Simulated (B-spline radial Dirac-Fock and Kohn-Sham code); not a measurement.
**Dy²⁺ 4d5/2: cross section and angular parameters**

System: dysprosium as Dy²⁺ in the configuration [Xe] 4f10; threshold 174.6 eV (orbital energy of the model). Model: Dirac-Hartree-Slater photoionisation with a Latter tail; cross sections with all multipoles, angular parameters from the dipole term and its interference with E2. Program: an atomic code on a B-spline grid.

Input of the calculation (task.json; shells as n, l, electrons):

```json
{"items": [{
  "Z": 66,
  "q": 2,
  "cfg": [[1, 0, 2], [2, 0, 2], [2, 1, 6], [3, 0, 2], [3, 1, 6], [3, 2, 10], [4, 0, 2], [4, 1, 6], [4, 2, 10], [4, 3, 10], [5, 0, 2], [5, 1, 6]],
  "A": 164,
  "rrms": 5.2218,
  "do": "xps",
  "hv": [60, 62.6, 97.0, 97.9, 124.0, 148.0, 150, 158.0, 196.0, 200, 247.0, 300, 320.0, 344.0, 872.0, 1010.0, 1020.0, 1380.0, 1486.9, 2000.0, 3510.0, 3810.0, 4490.0, 5230.0, 5300.0, 5414.7, 6000, 8890.0, 15000]
}]}
```

Run with: `python xray2_run.py task.json out`

For linearly polarised light dσ/dΩ = σ/(4π) [1 + β P₂(cos θ) + (δ + γ cos²θ) sin θ cos φ], with θ from the polarisation vector and φ the angle between the beam and the projection of the electron momentum on the plane normal to the polarisation.

```csv
hν (eV),σ (kb),β,γ,δ
196,470,1.049,0.023,-0.005
200,410,1.169,0.009,-0.004
247,207,-0.715,-0.408,0.144
300,322,-0.681,-0.147,0.145
320,365,-0.447,-0.051,0.128
344,405,-0.202,0.036,0.108
872,247,1.160,-0.019,0.003
1010,195,1.230,-0.039,0.005
1020,191,1.234,-0.040,0.006
1380,108,1.320,-0.012,0.015
1486.9,91.9,1.331,0.008,0.018
2000,46.8,1.346,0.140,0.031
3510,10.7,1.268,0.558,0.068
3810,8.51,1.248,0.630,0.076
4490,5.27,1.202,0.781,0.093
5230,?,?,?,?
5300,3.19,1.150,0.938,0.113
5414.7,2.99,1.143,0.959,0.116
6000,2.17,1.108,1.058,0.131
8890,0.601,0.963,1.440,0.206
15000,0.0957,0.757,1.908,0.356
```

Problem. Give the values at 5230 eV.

Solution. σ = 3.33 kb, β = 1.154, γ = 0.925, δ = 0.112.
